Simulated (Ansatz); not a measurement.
## Ligand exchange: C2H4Br2 + GeH2I2 → CHBr2I + GeH2(CH3)I

Species: C2H4Br2 (1,1-dibromoethane) `CC(Br)Br`, singlet; GeH2I2 `[I][GeH2][I]`, singlet; CHBr2I (dibromoiodomethane) `BrC(Br)I`, singlet; GeH2(CH3)I, singlet. The partners trade CH3 for I: C–CH3 and Ge–I bonds give way to C–I and Ge–CH3.

Shapes, held fixed at every level: PBE0-D4/def2-TZVP. Programs: Ansatz 0.2.0. The zero-point and thermal change to 298 K, harmonic and unscaled (PBE0-D4/def2-TZVP), is -5.9 kJ/mol.

**Question.** Estimate ΔH(298 K) of this reaction.

**Answer.** The highest level, CCSD(T)/def2-TZVPP, gives ΔH(298 K) = +119.7 kJ/mol; the levels span +119.7 to +158.9. The column of differences is taken from that level and isn't an error. No measured value is set beside it here. For atoms past krypton def2 sets carry core potentials with scalar relativity. Relativity is left out for Br, Ge. Outer-core shells of Br, Ge, I are correlated, in sets that cover them unevenly. CCSD(T)/def2-TZVPP lies outside the range of all other levels here, so it shouldn't be taken on trust.

```
             level                    kind  ΔH(298 K) (kJ/mol)  less CCSD(T)/def2-TZVPP
       HF/def2-SVP            Hartree–Fock              +158.9                    +39.2
     HF/def2-TZVPP            Hartree–Fock              +148.8                    +29.1
  SPW92/def2-TZVPP                     LDA              +124.0                     +4.3
wB97X-V/def2-TZVPP  range-separated hybrid              +126.3                     +6.6
      MP2/def2-SVP     perturbation theory              +139.2                    +19.5
  CCSD(T)/def2-SVP   coupled cluster or CI              +140.7                    +21.0
   CCSD/def2-TZVPP   coupled cluster or CI              +123.6                     +3.9
CCSD(T)/def2-TZVPP   coupled cluster or CI              +119.7                      0.0
```
